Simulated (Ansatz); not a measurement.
Consider the substitution at a C–C bond: `CC(C)CO` + `[OH][Ga]([F])[SH]` → `C[O][Ga]([F])[SH]` + `CCCO`.

Program: Ansatz. Geometries: PBE0-D4/def2-TZVP. ΔE: electronic, gas phase. CBS: MP2 limit from def2 TZ/QZ plus the TZ coupled-cluster correction, frozen cores. Functionals use def2-TZVPP. B3LYP here is the variant with VWN-RPA as its local correlation; programs differ in this. For Ga outer-core shells are correlated without core-valence functions, which leaves a few kJ/mol of doubt a bond. Scalar relativity is left out up to krypton. Each species was taken in one conformer, which may not be the lowest.

CCSD(T)/CBS gives +16.4 kcal/mol.

Problem. Another level gave +15.5 kcal/mol. Which?
A. PBE0-D4/def2-TZVPP
B. B3LYP/def2-TZVPP
C. PBE/def2-TZVPP
D. MP2/def2-TZVPP

Solution. A. PBE0-D4 15.5, B3LYP 12.8, PBE 14.3, MP2/def2-TZVPP 17.6 kcal/mol.

Largest T1 diagnostic among the species: 0.014.

In def2-TZVPP, CCSD(T) changes the Hartree–Fock value by +4.1 kcal/mol (the triples alone add +0.4 kcal/mol) and MP2 by +5.7 kcal/mol. The D4 term adds +1.0 kcal/mol with B3LYP and +0.5 kcal/mol with PBE0; it sums over pairs of atoms, weighted by their polarisabilities, and B3LYP, whose exchange is more repulsive, gets the larger term.
